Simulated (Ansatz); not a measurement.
`CBBOC` + H–F → `CBBF` + CH₃OH at 700 K and 1 bar (ligand exchange at a B–O bond).

Computed with Ansatz on PBE0-D4/def2-TZVP structures; ΔE is electronic, products minus reactants. CCSD(T)/CBS is the MP2 limit (def2-TZVPP, def2-QZVPP) plus CCSD(T) − MP2 in def2-TZVPP, frozen cores. This one scheme is used for every species. Each species was taken in one conformer, which may not be the lowest.

| species | CCSD(T)/CBS energy (Eh) | H − E (kJ/mol) | S (J/(mol·K)) |
| --- | --- | --- | --- |
| `CBBOC` | -205.68526 | 357.1 | 484.5 |
| H–F | -100.39570 | 45.2 | 198.5 |
| `CBBF` | -190.46132 | 229.4 | 405.3 |
| CH₃OH | -115.61712 | 170.8 | 288.5 |

H − E and S are ideal-gas, rigid-rotor, harmonic terms from PBE0-D4/def2-TZVP, for one conformer and one mirror image of each species. 1 Eh = 2625.50 kJ/mol, R = 8.31446 J/(mol·K).

Problem. By hand: ΔE, ΔH, ΔS and ΔG.

Solution. ΔE = (-190.46132) + (-115.61712) − (-205.68526) − (-100.39570) = 0.00252 Eh = 6.6 kJ/mol. Δ(H − E) = 229.4 + 170.8 − 357.1 − 45.2 = -2.1, so ΔH = 4.5 kJ/mol. ΔS = 405.3 + 288.5 − 484.5 − 198.5 = 10.8 J/(mol·K). ΔG = 4.5 − 700 × (10.8)/1000 = -3.1 kJ/mol.

Problem. By hand: the equilibrium constant, and the temperature at which ΔG would vanish if ΔH and ΔS stayed fixed.

Solution. log₁₀ K = −ΔG/(RT ln 10) = 0.2. ΔG = 0 at ΔH/ΔS = 417 K, though so small a ΔH makes that figure unsure.

TΔS isn't small against ΔH here. The sign of ΔG lies within the doubt. A doubt of 5 kJ/mol in ΔE shifts log₁₀ K by 0.4 here. Other conformers and mirror images would add mixing entropy, several J/(mol·K) or more a flexible species. These are equilibria of isolated gas molecules and say nothing of rates. Largest T1 diagnostic: 0.013 (customary marks: 0.02 for closed shells, 0.045 for open ones).
